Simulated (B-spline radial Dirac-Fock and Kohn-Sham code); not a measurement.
## K-line shifts caused by a second vacancy in W⁵⁵⁺

System: tungsten as W⁵⁵⁺, configuration [Ar] 3d1.

These are calculated numbers from a radial atomic solver; the model is multi-electron Dirac-Fock with separately optimised hole states, Breit and Lamb-shift corrections added in first order. Each two-hole energy is an average over J within one jj subconfiguration, not an observable level; in light atoms, where LS coupling holds, the j-resolved values are not observed lines, and for a K spectator the Kα1 hypersatellite is nearly forbidden. Correlation and solid-state effects are left out.

Lines without a spectator: Kα2 (K-L2) 58067.7 eV, Kα1 (K-L3) 59427.9 eV, Kβ3 (K-M2) 67551.9 eV, Kβ1 (K-M3) 67896.8 eV. Shifts in eV with one spectator hole (a dash: not computed, or left out as unreliable):

```
spectator hole     Kα2      Kα1      Kβ3      Kβ1
        K (1s)  +984.3  +1059.7  +1286.1  +1305.9
    L2 (2p1/2)  +130.6   +175.6        –   +341.6
    L3 (2p3/2)  +100.1   +110.2   +260.7        –
    M2 (3p1/2)       –    +34.3    +70.8    +82.1
    M3 (3p3/2)  +19.91        –    +62.3    +63.7
```
